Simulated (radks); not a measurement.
All-electron atom: Ta II in [Xe] 4f14 5d3 6s1. Method: scalar-relativistic Kohn-Sham, Slater X-alpha with alpha = 0.667, spin-unpolarised, spherical densities, point nucleus; computed with a radial shooting solver on a logarithmic mesh with Libxc functionals.

Normalised radial functions P(r) = r R(r), r in bohr:

r,4p,5s,6s
0.0009298,0.0038,0.0585,0.0191
0.001082,0.0049,0.0656,0.0214
0.00126,0.0063,0.0735,0.0240
0.001467,0.0081,0.0822,0.0268
0.001708,0.0104,0.0916,0.0298
0.001988,0.0134,0.1016,0.0331
0.002314,0.0173,0.1124,0.0366
0.002694,0.0223,0.1236,0.0403
0.003137,0.0287,0.1351,0.0440
0.003652,0.0369,0.1467,0.0478
0.004251,0.0473,0.1579,0.0515
0.004949,0.0605,0.1682,0.0548
0.005761,0.0773,0.1768,0.0576
0.006707,0.0982,0.1829,0.0596
0.007808,0.1242,0.1855,0.0605
0.00909,0.1562,0.1831,0.0597
0.01058,0.1950,0.1745,0.0569
0.01232,0.2413,0.1581,0.0515
0.01434,0.2954,0.1326,0.0432
0.0167,0.3570,0.0967,0.0315
0.01944,0.4247,0.0501,0.0163
0.02263,0.4954,-0.0066,-0.0022
0.02634,0.5642,-0.0713,-0.0233
0.03067,0.6235,-0.1396,-0.0456
0.0357,0.6628,-0.2049,-0.0668
0.04156,0.6693,-0.2579,-0.0841
0.04838,0.6285,-0.2876,-0.0937
0.05633,0.5270,-0.2825,-0.0920
0.06557,0.3556,-0.2334,-0.0758
0.07634,0.1152,-0.1368,-0.0442
0.08958,-0.1951,0.0087,0.0033
0.1043,-0.5073,0.1680,0.0553
0.1214,-0.7808,0.3141,0.1027
0.1413,-0.9484,0.4053,0.1320
0.1645,-0.9457,0.4028,0.1303
0.1916,-0.7322,0.2846,0.0907
0.223,-0.3130,0.0613,0.0169
0.2596,0.2499,-0.2173,-0.0743
0.3022,0.8442,-0.4693,-0.1550
0.3518,1.3376,-0.6045,-0.1950
0.4096,1.6216,-0.5580,-0.1729
0.4768,1.6517,-0.3190,-0.0865
0.5551,1.4595,0.0613,0.0440
0.6462,1.1324,0.4874,0.1815
0.7523,0.7733,0.8534,0.2836
0.8758,0.4629,1.0783,0.3159
1.02,0.2409,1.1289,0.2620
1.187,0.1076,1.0237,0.1279
1.382,0.0406,0.8181,-0.0610
1.609,0.0127,0.5794,-0.2677
1.873,0.0032,0.3631,-0.4534
2.18,0.0006,0.2001,-0.5869
2.538,0.0001,0.0959,-0.6500
2.955,0.0000,0.0394,-0.6392
3.44,0.0000,0.0136,-0.5655
4.005,0.0000,0.0038,-0.4508
4.662,0.0000,0.0009,-0.3222
5.427,0.0000,0.0001,-0.2046
6.318,0.0000,0.0000,-0.1140
7.355,0.0000,0.0000,-0.0549
8.563,0.0000,0.0000,-0.0225
9.968,0.0000,0.0000,-0.0076

4p: eigenvalue -405.87 eV, 2 radial nodes at r = 0.0812, 0.243 bohr, <r> = 0.488 bohr, 90 % of the charge inside 0.710 bohr. 5s: eigenvalue -79.049 eV, 4 radial nodes at r = 0.0223, 0.0888, 0.231, 0.543 bohr, <r> = 1.10 bohr, 90 % of the charge inside 1.58 bohr. 6s: eigenvalue -10.900 eV, 5 radial nodes at r = 0.0222, 0.0887, 0.230, 0.529, 1.32 bohr, <r> = 3.09 bohr, 90 % of the charge inside 4.52 bohr.
